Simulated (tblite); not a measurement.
Run record: tight-binding relaxation, `CO[C@@H]1CCBC=C1Br`.

Computed with GFN2-xTB geometry optimisation, gas phase (tblite 0.8.0). Start geometry: from a force field or distance geometry. The command runs a driver script over a list of jobs; the input below is this job's line of settings and its coordinates in Å.

Command:
```bash
OMP_NUM_THREADS=1 python probes_run.py task.json out
```

Input:
```
{"job": {"kind": "relax", "xc": "GFN2-xTB", "basis": "xTB"}, "charge": 0, "multiplicity": 1}
C      2.702600     0.408100     0.045600
O      1.603500     0.482000    -0.856400
C      0.443800     0.157200    -0.120800
C     -0.190000    -1.081300    -0.589500
C     -1.601100    -1.382000    -0.219300
B     -2.112500    -0.243400     0.751500
C     -1.650800     1.215800     0.418100
C     -0.393000     1.369500    -0.000700
Br     0.229300     3.111100    -0.427900
H      2.593100     1.109600     0.888700
H      3.640000     0.636100    -0.468600
H      2.765000    -0.622100     0.448100
H      0.808900    -0.030000     0.932600
H      0.006700    -1.178400    -1.693000
H      0.413600    -1.932500    -0.150500
H     -2.213700    -1.330400    -1.161100
H     -1.676600    -2.387000     0.227400
H     -3.070700    -0.377300     1.435500
H     -2.307700     2.084500     0.533000
```

**Question.** What does the run print?

**Answer.** 
```
step      E/eV     max force
  0    -741.89209    3.776
  1    -742.20959    1.165
  2    -742.29033    0.833
  3    -742.36902    0.616
  4    -742.41411    0.558
  5    -742.44872    0.405
  6    -742.47055    0.360
  7    -742.49342    0.320
  8    -742.51422    0.304
  9    -742.53043    0.249
... (142 lines left out)
152    -742.83014    0.017
153    -742.83021    0.019
154    -742.83028    0.023
155    -742.83035    0.023
156    -742.83040    0.020
157    -742.83044    0.014
158    -742.83047    0.015
159    -742.83050    0.014
160    -742.83053    0.012
161    -742.83055    0.009
```

«max force» is the largest atomic force in eV/Å.

**Question.** From which step on does the largest force stay under 0.1 eV/Å, and how much energy is left to gain from there?

**Answer.** From step 136 (0.081 eV/Å), 6.7 meV above the end.

Main results: energy lowered by 21.6 kcal/mol over 161 steps; largest atomic force 0.009 eV/Å at the end.

**Question.** How long does this job take on Arm Neoverse V2, one thread, no GPU, shared host with 32 logical CPUs at a one-minute load of 28?

**Answer.** About 1.2 s.
Labels such as C1 count atoms from 1, the log's own numbers from 0.
